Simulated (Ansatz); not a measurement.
A made-up structure of GeH$_{2}$BrO (charge +1), singlet:

```
atom    x (Å)    y (Å)    z (Å)
  O1   0.3821   0.3105   0.1042
 Ge2  -1.1962   0.1279  -0.4969
 Br3   1.3434  -1.1598   0.7156
  H4  -1.8197  -1.2470  -0.5322
  H5   0.7096   1.2235   0.0932
```

It is relaxed with PBE-D4/def2-SVP and then PBE0-D4/def2-TZVP (Ansatz 0.2.0). Atoms count as bonded within 1.22 times the sum of their covalent radii (H–H: 0.88 Å). The end point is not checked to be a true minimum.

Question: Does its bonding change? (Judge from chemistry; the calculation decides.)

Answer: By the calculation: No: no bond forms or breaks.

Where it ends: The first stage lowers the energy by 1.39 eV in 9 steps. It ends as GeH₂BrO ([GeH][OH][Br]), total charge +1:
```json
{"atom": "O1", "x (Å)": "0.3238", "y (Å)": "0.2446", "z (Å)": "0.0912"}
{"atom": "Ge2", "x (Å)": "-1.5136", "y (Å)": "0.3139", "z (Å)": "-0.6522"}
{"atom": "Br3", "x (Å)": "1.4089", "y (Å)": "-1.1278", "z (Å)": "0.7367"}
{"atom": "H4", "x (Å)": "-1.6248", "y (Å)": "-1.2494", "z (Å)": "-0.4542"}
{"atom": "H5", "x (Å)": "0.8250", "y (Å)": "1.0739", "z (Å)": "0.1624"}
```

Labels in which every atom is bracketed show which atoms are joined, not bond orders.

For scale, one of the runs: PBE0-D4/def2-TZVP relaxation, 139 basis functions, launched by `ansatz run in.yaml --threads 2 --pin off --events-out ev --progress --plain --max-ram 4352MiB`. The run took about 23 s on 2 CPU threads of an Arm Neoverse V2 (shared host).
